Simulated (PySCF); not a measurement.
Species: C3H12GeSi2.
Atom-mapped SMILES: `[GeH3:1][SiH2:2][SiH2:3][CH:4]1[CH2:5][CH2:6]1` (hydrogens: H7, H8, H9 on Ge1; H10, H11 on Si2; H12, H13 on Si3; H14 on C4; H15, H16 on C5; H17, H18 on C6)

Structure used (PBE0-D3(BJ)/def2-SVP), in Å, numbered top down from 1:
```
atom  x, y, z in Å
Ge1    3.351   -1.051    0.116
Si2    1.828    0.597    0.918
Si3    0.149    1.054   -0.666
C4    -1.162   -0.280   -0.672
C5    -1.694   -0.851    0.621
C6    -0.857   -1.703   -0.272
H7     3.908   -0.624   -1.256
H8     2.649   -2.412   -0.060
H9     4.536   -1.247    1.082
H10    1.239    0.142    2.219
H11    2.602    1.852    1.182
H12    0.814    1.158   -2.006
H13   -0.460    2.389   -0.363
H14   -1.905   -0.169   -1.470
H15   -1.259   -0.505    1.564
H16   -2.766   -1.055    0.679
H17   -1.344   -2.504   -0.835
H18    0.160   -1.952    0.049
```

Method used: core-valence-separated Tamm–Dancoff BHandHLYP/aug-pcX-1 (pcseg-1 on H, def2-SVPD on Si, def2-SVPD on Ge) in PySCF, non-relativistic, gas phase, PBE0-D3(BJ)/def2-SVP geometry. Absolute energies from this functional tend to lie a few eV below measured edges; no shift was applied.

The lowest roots of each edge with f over 0.003 (five at most, numbered afresh; weaker and dark ones are left out), with transition dipoles (au) in the frame of the coordinates:

| root | edge | E (eV) | μx | μy | μz |
| --- | --- | --- | --- | --- | --- |
| 1 | C | 285.50 | -0.0098 | 0.0209 | -0.0288 |
| 2 | C | 285.85 | 0.0227 | -0.0254 | -0.0239 |
| 3 | C | 285.86 | -0.0224 | -0.0140 | 0.0023 |
| 4 | C | 285.92 | -0.0494 | -0.0272 | -0.0218 |
| 5 | C | 286.24 | 0.0645 | 0.0333 | 0.0333 |

Q: What are the oscillator strengths?

A: f = (2/3) ΔE |μ|², with ΔE in hartree (27.2114 eV):

| root | ΔE (Eh) | \|μ\|² (au) | f | core hole on |
| --- | --- | --- | --- | --- |
| 1 | 10.4918 | 0.001362 | 0.010 | C4 |
| 2 | 10.5047 | 0.001732 | 0.012 | C5 + C6 |
| 3 | 10.5051 | 0.000703 | 0.005 | C5 + C6 |
| 4 | 10.5073 | 0.003655 | 0.026 | C4 |
| 5 | 10.5190 | 0.006378 | 0.045 | C5 + C6 |

Q: Molecules are fixed in this frame and the field points along z. What effective strengths 3 f cos²θ do the roots have (θ between field and μ)?

A: root 1 (C4): 0.017, root 2 (C5 + C6): 0.012, root 3 (C5 + C6): 0.000, root 4 (C4): 0.010, root 5 (C5 + C6): 0.023. Root 5 is the strongest. Averaged over all orientations cos²θ is 1/3, which gives f back.

 The BHandHLYP/aug-pcX-1 (pcseg-1 on H, def2-SVPD on Si, def2-SVPD on Ge) calculation is non-relativistic and has no spin–orbit coupling, an omission that weighs most on germanium.

Time: 29 s; peak memory 1.1 GiB. Hardware: one thread, Arm Neoverse V2 (aarch64), no GPU (shared host).

One conformer stands for the species.
